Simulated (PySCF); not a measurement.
C₃H₉GeN, SMILES [CH3][GeH]1[CH2]N[CH2]1.

Geometry optimised at PBE-D3(BJ)/def2-SVP. This is a generated structure with no PubChem entry under its InChIKey; it may be hypothetical.

The numbers are results of PySCF with PBE-D3(BJ)/def2-SVP, not measurements.

Frequencies are harmonic and unscaled.

```json
[
 {"mode": "1", "ν (cm⁻¹)": "110", "IR (km/mol)": "0.6", "moving atoms (share of kinetic energy)": "C 29 %, H 29 %, N 26 %, Ge 16 %"},
 {"mode": "2", "ν (cm⁻¹)": "115", "IR (km/mol)": "0.0", "moving atoms (share of kinetic energy)": "H 96 %"},
 {"mode": "3", "ν (cm⁻¹)": "156", "IR (km/mol)": "1.0", "moving atoms (share of kinetic energy)": "C 49 %, H 34 %, Ge 13 %"},
 {"mode": "4", "ν (cm⁻¹)": "214", "IR (km/mol)": "3.1", "moving atoms (share of kinetic energy)": "H 46 %, C 34 %, N 11 %, Ge 10 %"},
 {"mode": "5", "ν (cm⁻¹)": "393", "IR (km/mol)": "18.4", "moving atoms (share of kinetic energy)": "N 34 %, C 30 %, Ge 20 %, H 16 %"},
 {"mode": "6", "ν (cm⁻¹)": "538", "IR (km/mol)": "32.1", "moving atoms (share of kinetic energy)": "C 47 %, H 40 %, Ge 13 %"},
 {"mode": "7", "ν (cm⁻¹)": "540", "IR (km/mol)": "44.6", "moving atoms (share of kinetic energy)": "H 56 %, C 30 %"},
 {"mode": "8", "ν (cm⁻¹)": "554", "IR (km/mol)": "0.5", "moving atoms (share of kinetic energy)": "H 80 %, C 19 %"},
 {"mode": "9", "ν (cm⁻¹)": "588", "IR (km/mol)": "40.7", "moving atoms (share of kinetic energy)": "C 51 %, H 27 %, Ge 22 %"},
 {"mode": "10", "ν (cm⁻¹)": "610", "IR (km/mol)": "53.1", "moving atoms (share of kinetic energy)": "H 84 %, C 11 %"},
 {"mode": "11", "ν (cm⁻¹)": "753", "IR (km/mol)": "45.0", "moving atoms (share of kinetic energy)": "H 80 %, C 17 %"},
 {"mode": "12", "ν (cm⁻¹)": "780", "IR (km/mol)": "5.0", "moving atoms (share of kinetic energy)": "H 57 %, C 33 %, N 8 %"},
 {"mode": "13", "ν (cm⁻¹)": "785", "IR (km/mol)": "0.8", "moving atoms (share of kinetic energy)": "H 80 %, C 20 %"},
 {"mode": "14", "ν (cm⁻¹)": "809", "IR (km/mol)": "26.5", "moving atoms (share of kinetic energy)": "H 63 %, C 30 %"},
 {"mode": "15", "ν (cm⁻¹)": "825", "IR (km/mol)": "65.7", "moving atoms (share of kinetic energy)": "H 80 %, C 18 %"},
 {"mode": "16", "ν (cm⁻¹)": "967", "IR (km/mol)": "3.4", "moving atoms (share of kinetic energy)": "H 36 %, C 36 %, N 28 %"},
 {"mode": "17", "ν (cm⁻¹)": "1062", "IR (km/mol)": "14.6", "moving atoms (share of kinetic energy)": "C 48 %, H 28 %, N 24 %"},
 {"mode": "18", "ν (cm⁻¹)": "1080", "IR (km/mol)": "5.3", "moving atoms (share of kinetic energy)": "H 90 %, C 9 %"},
 {"mode": "19", "ν (cm⁻¹)": "1119", "IR (km/mol)": "11.4", "moving atoms (share of kinetic energy)": "H 73 %, N 14 %, C 13 %"},
 {"mode": "20", "ν (cm⁻¹)": "1123", "IR (km/mol)": "4.7", "moving atoms (share of kinetic energy)": "H 77 %, C 13 %, N 10 %"},
 {"mode": "21", "ν (cm⁻¹)": "1177", "IR (km/mol)": "3.6", "moving atoms (share of kinetic energy)": "H 64 %, C 28 %, N 8 %"},
 {"mode": "22", "ν (cm⁻¹)": "1201", "IR (km/mol)": "4.3", "moving atoms (share of kinetic energy)": "H 81 %, C 19 %"},
 {"mode": "23", "ν (cm⁻¹)": "1345", "IR (km/mol)": "12.5", "moving atoms (share of kinetic energy)": "H 72 %, N 18 %, C 10 %"},
 {"mode": "24", "ν (cm⁻¹)": "1384", "IR (km/mol)": "3.2", "moving atoms (share of kinetic energy)": "H 96 %"},
 {"mode": "25", "ν (cm⁻¹)": "1385", "IR (km/mol)": "3.8", "moving atoms (share of kinetic energy)": "H 95 %"},
 {"mode": "26", "ν (cm⁻¹)": "1411", "IR (km/mol)": "1.7", "moving atoms (share of kinetic energy)": "H 93 %"},
 {"mode": "27", "ν (cm⁻¹)": "1441", "IR (km/mol)": "3.4", "moving atoms (share of kinetic energy)": "H 90 %, C 9 %"},
 {"mode": "28", "ν (cm⁻¹)": "2057", "IR (km/mol)": "145.4", "moving atoms (share of kinetic energy)": "H 99 %"},
 {"mode": "29", "ν (cm⁻¹)": "2866", "IR (km/mol)": "79.1", "moving atoms (share of kinetic energy)": "H 94 %"},
 {"mode": "30", "ν (cm⁻¹)": "2876", "IR (km/mol)": "87.3", "moving atoms (share of kinetic energy)": "H 94 %"},
 {"mode": "31", "ν (cm⁻¹)": "2983", "IR (km/mol)": "4.7", "moving atoms (share of kinetic energy)": "H 97 %"},
 {"mode": "32", "ν (cm⁻¹)": "3003", "IR (km/mol)": "41.0", "moving atoms (share of kinetic energy)": "H 92 %, C 8 %"},
 {"mode": "33", "ν (cm⁻¹)": "3004", "IR (km/mol)": "23.8", "moving atoms (share of kinetic energy)": "H 91 %, C 9 %"},
 {"mode": "34", "ν (cm⁻¹)": "3086", "IR (km/mol)": "2.7", "moving atoms (share of kinetic energy)": "H 91 %, C 9 %"},
 {"mode": "35", "ν (cm⁻¹)": "3094", "IR (km/mol)": "3.3", "moving atoms (share of kinetic energy)": "H 90 %, C 10 %"},
 {"mode": "36", "ν (cm⁻¹)": "3407", "IR (km/mol)": "5.3", "moving atoms (share of kinetic energy)": "H 93 %"}
]
```
